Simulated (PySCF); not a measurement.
**Be (beryllium, neutral) across methods**

[He] 2s1 2p1, high-spin 3P determinant (an excited configuration). All numbers are calculated (PySCF 2.14, the spin-free X2C one-electron Hamiltonian (Gaussian nucleus), in aug-cc-pCVQZ-DK).

```tsv
method	E (hartree)	mean ε 1s β (eV)	mean ε 2s α (eV)	mean ε 2p α (eV)	Σ⟨r²⟩ (bohr²)	⟨S²⟩
PBE0	-14.5552	-112.18	-7.714	-4.062	18.42	2.000
PBE	-14.5478	-106.50	-6.585	-3.126	18.67	2.000
BLYP	-14.5735	-106.88	-6.298	-2.915	18.69	2.000
wB97M-V	-14.5628	-115.06	-9.561	-5.507	19.55	2.000
LDA	-14.3613	-105.26	-6.566	-3.069	18.99	2.000
UHF	-14.51608	-128.55	-10.784	-6.690	18.29	2.000
revPBE	-14.5813	-106.69	-6.585	-3.125	18.64	2.000
```

Problem. Estimate the same row for r2SCAN.

Solution. E (hartree) = -14.5733; mean ε 1s β (eV) = -108.84; mean ε 2s α (eV) = -6.835; mean ε 2p α (eV) = -3.273; Σ⟨r²⟩ (bohr²) = 18.38; ⟨S²⟩ = 2.000.
